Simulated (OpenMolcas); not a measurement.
Pd3+ (d7) among equal point charges was computed by CASSCF with the d shell active (OpenMolcas, ANO-RCC-VTZP on the metal). Its lowest spin-free states, and all those of the highest spin:

```tsv
2S+1	Degeneracy	E (cm-1)
4	1	0.0
4	3	2718
4	3	4837
2	2	17814
2	3	18288
4	3	18370
2	1	18942
2	3	19523
2	3	23041
2	3	23400
2	2	24761
2	3	25121
```

Q: Is the site octahedral, tetrahedral or cube-like, axial, or of lower symmetry?

A: The states with 2S+1 = 4 have orbital degeneracies 1, 3, 3, 3. Threefold states need a cubic site. For d7 at this spin an octahedron puts the threefold T1 below the threefold T2 and a tetrahedron or cube puts the single A2 below the threefold T2, so the site is a tetrahedron or a cube, which this pattern cannot tell apart. The first gap at this spin, 2720 cm-1, is |10Dq| in ligand-field theory. The run had Pd3+ among 8 point charges of -1 e arranged as a cube (Oh), 2.07 Å from the ion.

Without dynamic correlation the repulsion within the d shell is too large (B by tens of per cent), so at a given field states of lower spin stand too high. The ground term spreads over less than 5000 cm-1, several times less than with real ligands, so orbital moments are less quenched and χT lies further from the spin-only value than at real sites. Point charges carry no covalency, so the field is a model and not that of real ligands. No measured value stands beside these numbers.
